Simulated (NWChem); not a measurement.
**Total energies of HO$_{2}$**

SMILES: [O]O
```xyz
3

O      0.5033    -0.3382     0.0000
O     -0.6523     0.2932     0.0000
H      1.1922     0.3603     0.0000
```
Charge 0, spin multiplicity 2.

The numbers come from NWChem runs, not from measurements. Structure: optimised with UB3LYP/def2-SVP, a minimum by its harmonic frequencies.

Basis set: cc-pVTZ (74 functions).

| method | total energy (Ha) | relative cost |
|---|---|---|
| UHF | -150.23656 | 1 |
| UMP2 | -150.67957 | under 3 |
| UB2PLYP | -150.87028 | under 3 |
| UPBE | -150.81992 | under 3 |
| UB3LYP | -150.96834 | under 3 |
| UTPSS | -150.98799 | under 3 |

Total energies of different functionals aren't comparable as a measure of quality: only differences taken within one method are. Relative cost: rough, from shared machines, SCF included, UHF = 1.

The correlated methods keep 2 core orbitals frozen. B3LYP has NWChem's definition, with VWN1-RPA local correlation. The structure started from a generated list of species. The unpaired electrons of the parent sit in orbitals of symmetry a" (Cs labels of the run); other states weren't searched. No SCF solution was tested for a lower state. Open-shell Hartree-Fock references start from PBE0 orbitals; any time given for them includes that run.
